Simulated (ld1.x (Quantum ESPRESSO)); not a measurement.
## LDA (PZ) TM semilocal dataset for rubidium, scalar-relativistic all-electron reference.

The input file (ld1.x (Quantum ESPRESSO) 7.5):

```
&input
   title='Rb', zed=37., rel=1, dft='PZ', iswitch=3,
   config='[Kr] 4d0 5s0.5 5p0',
   nld=3, rlderiv=4.55, eminld=-2.0, emaxld=5.0, deld=0.02
 /
 &inputp
   pseudotype=1, tm=.true., lloc=2,
   nlcc=.true., new_core_ps=.true., rcore=2.05,
   file_pseudopw='Rb.pp', file_wfcaegen='ae.wfc', file_wfcncgen='nc.wfc'
 /
3
5S  1  0   0.50   0.00  2.90  2.90  0.0
5P  2  1   0.00   0.00  3.30  3.30  0.0
4D  3  2   0.00   0.00  4.20  4.20  0.0
 &test
   configts(1)='4d0 5s0.5 5p0'
 /
```

Command:

```bash
ld1.x < Rb.in > Rb.out
```

The program printed (shortened: banner, matrices, multipoles, cross overlaps and the repeated all-electron block are left out):

```
Program LD1 v.7.5
     --------------------------- All-electron run ----------------------------

     Rb
     scalar relativistic calculation

     atomic number is 37.00
     dft =PZ   lsd =0 sic =0 latt =0  beta=0.20 tr2=1.0E-14
     Exchange-correlation= PZ
                           (   1   1   0   0   0   0   0)
     mesh =1219 r(mesh) = 100.89517 a.u. xmin = -7.00 dx = 0.01250
     1 Ry =  13.60569312 eV, c = 137.03599908

     n l     nl                  e(Ry)          e(Ha)          e(eV)
     1 0     1S 1( 2.00)     -1103.4238      -551.7119    -15012.8455
     2 0     2S 1( 2.00)      -147.6018       -73.8009     -2008.2242
     2 1     2P 1( 6.00)      -130.9888       -65.4944     -1782.1932
     3 0     3S 1( 2.00)       -22.0302       -11.0151      -299.7359
     3 1     3P 1( 6.00)       -16.7030        -8.3515      -227.2560
     4 0     4S 1( 2.00)        -2.5496        -1.2748       -34.6885
     4 1     4P 1( 6.00)        -1.3769        -0.6884       -18.7332
     3 2     3D 1(10.00)        -7.8607        -3.9303      -106.9496
     4 2     4D 1( 0.00)        -0.1303        -0.0652        -1.7733
     5 0     5S 1( 0.50)        -0.3154        -0.1577        -4.2916
     5 1     5P 1( 0.00)        -0.1706        -0.0853        -2.3212

     final scf error:  2.9E-15 reached in  26 iterations

     Etot =   -5955.166259 Ry,   -2977.583130 Ha,  -81024.164621 eV

     Ekin =    6097.098509 Ry,    3048.549255 Ha,   82955.251257 eV
     Encl =  -14352.119308 Ry,   -7176.059654 Ha, -195270.530975 eV
     Eh   =    2493.866221 Ry,    1246.933110 Ha,   33930.778491 eV
     Exc  =    -194.011681 Ry,     -97.005841 Ha,   -2639.663394 eV

     normalization and overlap integrals

     s(1S/1S) =  1.000000  <r> =   0.0403  <r2> =    0.0022  r(max) =   0.0264
     s(2S/2S) =  1.000000  <r> =   0.1781  <r2> =    0.0374  r(max) =   0.1498
     s(2P/2P) =  1.000000  <r> =   0.1552  <r2> =    0.0295  r(max) =   0.1196
     s(3S/3S) =  1.000000  <r> =   0.5116  <r2> =    0.3008  r(max) =   0.4500
     s(3P/3P) =  1.000000  <r> =   0.5195  <r2> =    0.3156  r(max) =   0.4444
     s(4S/4S) =  1.000000  <r> =   1.4522  <r2> =    2.4088  r(max) =   1.2543
     s(4P/4P) =  1.000000  <r> =   1.7230  <r2> =    3.4514  r(max) =   1.4213
     s(3D/3D) =  1.000000  <r> =   0.5257  <r2> =    0.3388  r(max) =   0.3922
     s(4D/4D) =  1.000000  <r> =   4.9060  <r2> =   30.5028  r(max) =   3.2841
     s(5S/5S) =  1.000000  <r> =   4.6918  <r2> =   25.0751  r(max) =   3.9613
     s(5P/5P) =  1.000000  <r> =   6.3195  <r2> =   45.4639  r(max) =   5.4145

     ------------------------ End of All-electron run ------------------------

     --------------------- Generating NC pseudopotential ---------------------

      Generating local pot.: lloc=2, matching radius rcloc =   4.2000

      Computing core charge for nlcc:

       r > 2.07 : true rho core
      Core charge pseudized with two Bessel functions
      Integrated core pseudo-charge :  10.64

      Wfc   5S  rcut= 2.898  Using Troullier-Martins method

      Wfc   5P  rcut= 3.284  Using Troullier-Martins method

     ------------------- End of pseudopotential generation -------------------

     Computing logarithmic derivative in   4.57383
     Computing logarithmic derivative in   4.57383
     Computing the partial wave expansion
     R is outside the sphere for l=    0 j= 0.00
     R is outside the sphere for l=    1 j= 0.00
       no projector for channel:   2

     ---------------------- Testing the pseudopotential ----------------------

     Rb
     scalar relativistic calculation

     atomic number is 37.00   valence charge is  1.00
     dft =PZ   lsd =0 sic =0 latt =0  beta=0.20 tr2=1.0E-14
     mesh =1219 r(mesh) = 100.89517 xmin = -7.00 dx = 0.01250

     n l     nl             e AE (Ry)        e PS (Ry)    De AE-PS (Ry)
     3 2     4D   1( 0.00)       -0.13033       -0.13033        0.00000
     1 0     5S   1( 0.50)       -0.31542       -0.31542       -0.00000
     2 1     5P   1( 0.00)       -0.17061       -0.17061       -0.00000

     eps = 7.5E-18  iter =  3

     Etot =   -5955.166259 Ry,   -2977.583130 Ha,  -81024.164621 eV
     Etotps =   -11.326192 Ry,      -5.663096 Ha,    -154.100689 eV

     Ekin =       0.064404 Ry,       0.032202 Ha,       0.876260 eV
     Encl =      -0.263964 Ry,      -0.131982 Ha,      -3.591415 eV
     Ehrt =       0.047962 Ry,       0.023981 Ha,       0.652552 eV
     Ecxc =     -11.266484 Ry,      -5.633242 Ha,    -153.288326 eV
     (Ecc =     -11.132879 Ry,      -5.566439 Ha,    -151.470529 eV)
     Epseu=       0.091891 Ry,       0.045945 Ha,       1.250240 eV

     ---------------------- End of pseudopotential test ----------------------
```

Generation and configuration tests took about 2.4 s on one core of a shared server CPU.
